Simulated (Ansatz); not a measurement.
Consider the cleavage of the Si–Si bond: `BO[SiH](N)[SiH3]` + `OCO` → `OCO[SiH3]` + `BO[SiH2]N`.

Computed with Ansatz on PBE0-D4/def2-TZVP structures; ΔE is electronic, products minus reactants. CBS: MP2 limit from def2 TZ/QZ plus the TZ coupled-cluster correction, frozen cores. This one scheme is used for every species. Functionals use def2-TZVPP. One conformer a species, not always the lowest.

| level | ΔE (kcal/mol) |
| --- | --- |
| ωB97M-V | -19.9 |
| PBE0 | -15.9 |
| MP2/def2-TZVPP | -21.4 |
| HF/CBS(def2) | -27.0 |

Task: What does CCSD(T)/CBS give? (An estimate is asked.)

Result: Ansatz gave: -19.4 kcal/mol. The listed levels differ from it by -0.5, 3.5, -2.0, -7.6 kcal/mol.

Largest T1 diagnostic among the species: 0.013.

In def2-TZVPP, CCSD(T) changes the Hartree–Fock value by +7.0 kcal/mol (the triples alone add +0.9 kcal/mol) and MP2 by +5.0 kcal/mol. From PBE to PBE0 (25 % exact exchange), in def2-TZVPP and without D4, ΔE moves by −1.8 kcal/mol. The D4 term adds +1.4 kcal/mol with B3LYP and +0.8 kcal/mol with PBE0; it sums over pairs of atoms, weighted by their polarisabilities, and B3LYP, whose exchange is more repulsive, gets the larger term.

B3LYP here is the variant with VWN-RPA as its local correlation; programs differ in this.
